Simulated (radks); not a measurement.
Values are calculated unless marked as measured or tabulated.
Q: Successive ionisation energies (eV) of one element, from differences of total energies of ions in their ground configurations, starting at charge 21: 560.05, 587.52, 736.70, 787.35, 839.17, 892.14, 946.24, 1001.4, 1057.8, 1115.1. Level of theory: non-relativistic Kohn-Sham, PBE, spin-unpolarised, spherical densities, point nucleus; relativity is left out, which matters for an element this heavy (a radial shooting solver on a logarithmic mesh with Libxc functionals). Which element is it?

A: Lead (Z = 82). The first species listed is Pb21+ in [Kr] 4d10 4f13 5s2, the last Pb30+ in [Kr] 4d10 4f6.
